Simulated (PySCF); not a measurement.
**Polarisability and C₆ of Tc (technetium, neutral)**

[Kr] 4d5 5s2, high-spin 6S determinant. All numbers are calculated (PySCF 2.14, a scalar-relativistic core potential, in aug-cc-pVTZ-PP with one added diffuse shell each of s, p, d, f, g type with ECP28MDF (7s7p6d4f3g, 113 functions)). Coupled (time-dependent) response in atomic units; α is the mean over directions.

```tsv
method	mean α (bohr³)	C₆ (like pair)	S(−4)
UHF	137.7	1571	30580
PBE	85.71	977.3	4285
PBE0	91.31	1053	5102
```

S(−4) is the Cauchy moment in α(ω) = α(0) + S(−4) ω² + …

Reference α: 79 ± 10 bohr³ (recommended; Schwerdtfeger and Nagle, table of static dipole polarizabilities (2023 update)). Published C₆: 939.0 (Gould and Bucko (2016)).

Hartree-Fock lies above the reference because it lacks correlation, which contracts the outer shell.

α(iu) at UHF:

```csv
u (hartree),α(iu) (bohr³)
0,137.7
0.0500,102.0
0.100,72.11
0.200,39.37
0.300,24.79
0.500,13.30
0.750,8.098
1.00,5.676
1.50,3.356
2.00,2.240
3.00,1.195
5.00,0.4932
```

A single London oscillator, α(iu) = α/(1 + u²/ω²), gives C₆ = (3/4) ω α². Matching the computed C₆ needs ω = 4 × 1571 / (3 × 137.7²) = 0.110 hartree.

Energies and moments cover only the electrons outside the core potential.
